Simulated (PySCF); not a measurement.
H2Sb, SMILES [SbH2-], charge -1.

Geometry: r2SCAN-D4/def2-TZVPD. The def2 effective core potentials stand for the cores of Sb; spin–orbit coupling is left out.

Level of theory: ωB97X/def2-TZVPD in PySCF.

Gas-phase values at a fixed geometry.

```
Quantity                                                            Value
------------------------------------------------  -----------------------
total energy                                           -241.50569 hartree
point group                                                           C2v
highest occupied level                                           -1.29 eV
lowest empty level                                                5.78 eV
orbital gap                                                       7.07 eV
dipole moment about the centre of nuclear charge                   0.77 D
mean static polarisability                          89.6 bohr³ (13.27 Å³)
polarisability, principal values                  78.0, 82.4, 108.3 bohr³
```
